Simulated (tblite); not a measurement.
Compound: C8H9NO.
Z-matrix (Å and degrees, GFN2-xTB geometry), rows numbered from 1:
```
O 
N   1  1.2558
C   2  1.3536  1  121.09
C   3  1.3724  2  121.90  1  -179.88
C   4  1.3949  3  121.06  2    -0.10
C   5  1.4731  4  120.62  3   179.97
C   6  1.5084  5  120.83  4   144.90
C   7  1.4905  6   60.40  5   109.84
C   5  1.3952  4  116.14  3     0.06
C   2  1.3539  1  120.96  3  -179.95
H   3  1.0790  2  115.16  1     0.07
H   4  1.0792  3  118.74  2   179.91
H   6  1.0835  5  113.26  4     0.05
H   7  1.0791  6  117.72  8   108.92
H   7  1.0790  6  117.79  8  -108.93
H   8  1.0791  6  117.80  7   108.94
H   8  1.0792  6  117.71  7  -108.92
H   9  1.0785  5  120.95  4   179.93
H  10  1.0790  2  115.03  1    -0.09
```

Level: GFN2-xTB in tblite, geometry and Hessian alike; calculated harmonic values, unscaled, isolated species. The method is semi-empirical: single wavenumbers can be off by several per cent or more. One conformer, not necessarily the lowest.

Harmonic wavenumbers (cm⁻¹): 64.0, 110.3, 174.5, 236.0, 346.0, 380.8, 414.1, 454.5, 498.5, 520.5, 640.0, 680.5, 731.6, 805.2, 819.8, 856.9, 869.1, 878.0, 895.0, 911.4, 950.9, 987.7, 1030.8, 1050.2, 1068.1, 1070.6, 1095.8, 1112.5, 1154.8, 1185.6, 1208.9, 1246.7, 1261.6, 1290.3, 1353.4, 1404.6, 1438.8, 1442.6, 1487.0, 1505.8, 1516.7, 1633.0, 3047.8, 3092.9, 3094.6, 3094.7, 3096.8, 3101.5, 3115.0, 3115.9, 3116.8.

A = 4296, B = 771.5, C = 689.3 MHz; mass 135.068 u (most abundant isotopes); point group Cs, symmetry number 1.

Task: What is the zero-point energy?

Result: Half the sum of the wavenumbers: 33330 cm⁻¹ = 95.29 kcal/mol.

Task: Give the ideal-gas entropy at 273.15 K and 1 bar in the rigid-rotor, harmonic-oscillator model (classical rotation).

Result: Translation 40.21, rotation 29.07, vibration 17.88: S = 87.2 cal/(mol K).

Task: And Cp and H(273.15 K) − H(0)?

Result: Cp = 31.87 cal/(mol K), of which vibrations give 23.92 (their classical limit is 51 R = 101.3); H(273.15 K) − H(0) = 4.99 kcal/mol without the zero-point energy, 2.82 from vibrations.

Task: What must be added to the electronic energy to get the Gibbs energy at 273.15 K and 1 bar?

Result: ZPE + [H(273.15 K) − H(0)] − T·S = 95.29 + 4.99 − 23.81 = 76.47 kcal/mol.

Task: Which modes carry the vibrational entropy at 273.15 K?

Result: 64.0 cm⁻¹: 4.16; 110.3 cm⁻¹: 3.09; 174.5 cm⁻¹: 2.22; 236.0 cm⁻¹: 1.68; 346.0 cm⁻¹: 1.05; 380.8 cm⁻¹: 0.91 cal/(mol K); the other 45 give 4.78 together.

Task: How do the functions run with temperature in this model?

Result: 
```tsv
T (K)	S (cal/(mol K))	Cp (cal/(mol K))	H − H(0) (kcal/mol)	G − H(0) (kcal/mol)	ln q(vib)
150	72.6	18.7	1.91	-8.97	1.64
250	84.5	29.2	4.28	-16.83	3.37
298.15	90.1	34.8	5.82	-21.03	4.29
400	102.0	46.4	9.97	-30.81	6.38
600	124.3	63.8	21.12	-53.48	10.84
900	153.5	79.4	42.83	-95.28	17.64
```

q(vib) and H(0) count from the zero-point level.

Hindered rotation and anharmonicity are outside this model. Other conformers, if any are populated, would add a mixing term that is left out.
